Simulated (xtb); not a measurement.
xtb input (GFN-FF):

```bash
xtb mol.xyz --gfnff --opt tight --chrg 0 --uhf 0
```
mol.xyz:
```
15

Si    -0.39151830     0.06835040     0.00801849
O      0.99881330    -0.43193933     0.73948910
C      2.26127412    -0.43929443     0.10347133
N     -1.48031889     0.05851883     1.32821649
N     -0.45907901     1.63741128    -0.66493133
N     -0.60002972    -0.95594118    -1.35880120
H      2.98667313    -0.88153342     0.78749845
H      2.24396616    -1.02548576    -0.82042508
H      2.58756641     0.57742992    -0.13922523
H     -1.28534210    -0.51661115     2.13119079
H     -2.46733292     0.20407346     1.19733653
H     -0.55521186     2.44675033    -0.07477591
H     -0.04298551     1.85532662    -1.55474885
H     -1.31819120    -0.75680496    -2.03677490
H     -0.45004370    -1.94869196    -1.27046288
```

End of the output:

```
         :::::::::::::::::::::::::::::::::::::::::::::::::::::
         ::                     SUMMARY                     ::
         :::::::::::::::::::::::::::::::::::::::::::::::::::::
         :: total energy              -2.080636556281 Eh    ::
         :: gradient norm              0.000305980888 Eh/a0 ::
         ::.................................................::
         :: bond energy               -2.062851093129 Eh    ::
         :: angle energy               0.010304408795 Eh    ::
         :: torsion energy             0.000673285078 Eh    ::
         :: repulsion energy           0.110628932474 Eh    ::
         :: electrostat energy        -0.131325355032 Eh    ::
         :: dispersion energy         -0.007235337546 Eh    ::
         :: HB energy                 -0.000000006409 Eh    ::
         :: XB energy                  0.000000000000 Eh    ::
         :: bonded atm energy         -0.000831390513 Eh    ::
         :: external energy            0.000000000000 Eh    ::
         :: add. restraining           0.000000000000 Eh    ::
         :: total charge              -0.000000000000 e     ::
         :::::::::::::::::::::::::::::::::::::::::::::::::::::

           -------------------------------------------------
          |                Property Printout                |
           -------------------------------------------------

molecular dipole:
                 x           y           z       tot (Debye)
Note: The following floating-point exceptions are signalling: IEEE_UNDERFLOW_FLAG IEEE_DENORMAL
normal termination of xtb
 q only:       -0.053      -0.271      -0.432       1.302
           -------------------------------------------------
          |                Geometry Summary                 |
           -------------------------------------------------

      molecular mass/u    :      107.1872159
   center of mass at/Å    :        0.0085327       0.0601284       0.0453566
  moments of inertia/u·Å² :        0.1427348E+03   0.2278600E+03   0.2360020E+03
rotational constants/cm⁻¹ :        0.1181046E+00   0.7398242E-01   0.7143004E-01

 * 14 selected distances

     #   Z          #   Z                                           value/Å
     1  14 Si       2   8 O                                       1.6614586
     2   8 O        3   6 C                                       1.3869393
     1  14 Si       4   7 N                                       1.7612852 (max)
     1  14 Si       5   7 N                                       1.7591764
     1  14 Si       6   7 N                                       1.7587400
     3   6 C        7   1 H                                       1.0929981
     3   6 C        8   1 H                                       1.0933735
     3   6 C        9   1 H                                       1.0929729
     4   7 N       10   1 H                                       1.0027893
     4   7 N       11   1 H                                       1.0039883
     5   7 N       12   1 H                                       1.0023261 (min)
     5   7 N       13   1 H                                       1.0031588
     6   7 N       14   1 H                                       1.0033801
     6   7 N       15   1 H                                       1.0025921

 * 5 distinct bonds (by element types)

   Z      Z             #   av. dist./Å        max./Å        min./Å
   1 H    6 C           3     1.0931148     1.0933735     1.0929729
   1 H    7 N           6     1.0030391     1.0039883     1.0023261
   6 C    8 O           1     1.3869393     1.3869393     1.3869393
   7 N   14 Si          3     1.7597339     1.7612852     1.7587400
   8 O   14 Si          1     1.6614586     1.6614586     1.6614586

optimized geometry written to: xtbopt.xyz

           -------------------------------------------------
          | TOTAL ENERGY               -2.080636556281 Eh   |
          | GRADIENT NORM               0.000305980888 Eh/α |
           -------------------------------------------------
########################################################################
[WARNING] Runtime exception occurred
-1- gfnff_setup: Could not read topology file.
########################################################################

------------------------------------------------------------------------
------------------------------------------------------------------------
 total:
 SCF:
 ANC optimizer:
```
